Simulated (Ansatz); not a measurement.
A single point on H5O2Si2, SMILES `O[SiH]O[SiH3]` radical.

```yaml
crystal:
  periodic: [false, false, false]
  atoms:
    - {symbol: O, position_ang: [-1.761044, 0.464298, 1.903635]}
    - {symbol: Si, position_ang: [-0.180827, 0.351820, 1.472143]}
    - {symbol: O, position_ang: [-0.044555, 0.114955, -0.140467]}
    - {symbol: Si, position_ang: [0.814172, -0.464126, -1.407909]}
    - {symbol: H, position_ang: [-2.337959, -0.276858, 1.711816]}
    - {symbol: H, position_ang: [0.394745, 1.681219, 1.830226]}
    - {symbol: H, position_ang: [1.762715, 0.571252, -1.890164]}
    - {symbol: H, position_ang: [1.574951, -1.674866, -1.002735]}
    - {symbol: H, position_ang: [-0.133699, -0.814094, -2.493745]}
basis:
  gaussian: {orbitals: def2-TZVPP}
magnetization: {spin_polarized: true, initial_magnetization: 1}
hamiltonian: {xc: pbe}
correlation: {method: rpa}
```

```sh
$ ansatz run in.yaml --threads 4 --pin off --events-out ev --progress --plain
```

It prints (some lines left out):

```
Functional definition: PBE
1268 factors; integrals over basis functions are off by at most 1.2e-3 eV
mean field evaluation 1: about -19910.4536 eV, gradient 6.1e1 eV
mean field evaluation 2: about -19910.4411 eV, gradient 6.1e1 eV
mean field evaluation 4: about -19921.5482 eV, gradient 1.3e1 eV
mean field evaluation 8: about -19922.4441 eV, gradient 2.0e-1 eV
mean field evaluation 16: about -19922.4429 eV, gradient 4.4e-5 eV
mean field -19922.44289102 eV, -732.1362723283 hartree, gradient 2.6e-6 eV, S^2 0.751744; 0 other end points of the search recorded, 0 dependent functions left out
12 core orbitals not correlated: weight in the atoms' cores, before any rotation towards them, 1.000 or more for the frozen orbitals, at most 0.000 for the correlated occupied ones
reference -19881.70224043 eV, -730.6390810339 hartree; 13, 12 occupied and 191, 192 virtual orbitals, 1268 factors
Total energy: -19913.54317939 eV, -731.8092139581 hartree
```

Hardware: 4 threads of a server CPU on a shared host. Wall time 4.3 s, peak host memory 0.61 GiB.
